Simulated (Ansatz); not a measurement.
`C=CC(=C)[SiH3]` + H₂O → `C=C(O)[SiH3]` + `C=C`  (formal hydrolysis of a C–C bond)

Computed with Ansatz on PBE0-D4/def2-TZVP structures; ΔE is electronic, products minus reactants. CCSD(T)/CBS adds triple-zeta CCSD(T) − MP2 to the extrapolated MP2 energy (def2 sets, frozen cores). This one scheme is used for every species. DFT in def2-TZVPP. One conformer a species, not always the lowest.

`C=CC(=C)[SiH3]`:

Z-matrix (Å, degrees):
```
Si
C 1 1.874
H 1 1.488 2 111.2
H 1 1.485 2 108.1 3 120.0
H 1 1.488 2 111.2 3 -120.0
C 2 1.458 1 120.9 3 60.2
C 2 1.339 1 119.0 3 -119.7
C 6 1.332 2 125.3 1 0.1
H 6 1.090 2 115.8 1 -179.9
H 7 1.088 2 121.3 1 180.0
H 7 1.084 2 122.2 1 -0.0
H 8 1.083 6 121.4 2 180.0
H 8 1.086 6 122.1 2 0.0
```

H₂O:

Cartesian coordinates in Å:
```
O 0.052 0.362 0.132
H -0.431 -0.350 0.556
H 0.379 -0.012 -0.688
```

`C=C(O)[SiH3]`:

Z-matrix (Å, degrees):
```
Si
C 1 1.875
H 1 1.489 2 109.7
H 1 1.489 2 109.7 3 -117.4
H 1 1.482 2 109.4 3 121.3
O 2 1.368 1 119.8 3 58.7
C 2 1.332 1 121.2 3 -121.3
H 6 0.960 2 110.6 1 -0.0
H 7 1.085 2 121.4 1 180.0
H 7 1.081 2 120.3 1 -0.0
```

`C=C`:

```xyz
6

C    -0.529    0.339    0.207
C     0.529   -0.339   -0.207
H    -1.218   -0.070    0.938
H    -0.750    1.333   -0.167
H     1.218    0.071   -0.937
H     0.750   -1.333    0.167
```

| species | r2SCAN energy (Eh) |
| --- | --- |
| `C=CC(=C)[SiH3]` | -446.62104 |
| H₂O | -76.42320 |
| `C=C(O)[SiH3]` | -444.46038 |
| `C=C` | -78.56246 |

Task: Work out ΔE.

Result: ΔE = (-444.46038) + (-78.56246) − (-446.62104) − (-76.42320) = 0.02140 Eh = +56.2 kJ/mol. CCSD(T)/CBS gives +68.3 kJ/mol.

Task: What do rigid-rotor, harmonic-oscillator terms from PBE0-D4/def2-TZVP frequencies (298.15 K, 1 bar) make of the CCSD(T)/CBS value? (Best estimate.)

Result: Computed: ΔZPE = +1.2 kJ/mol, ΔH = +68.3 kJ/mol, ΔS = 18 J/(mol·K), ΔG = +63.0 kJ/mol. Modes under 50 cm⁻¹ make the entropy rough.

Largest T1 diagnostic among the species: 0.013.

From BLYP to BHLYP (50 % exact exchange), in def2-TZVPP and without D4, ΔE moves by +9.2 kJ/mol. At CCSD(T), def2-SVP lies −13.7 kJ/mol from the extrapolated value and def2-TZVPP −3.2 kJ/mol.
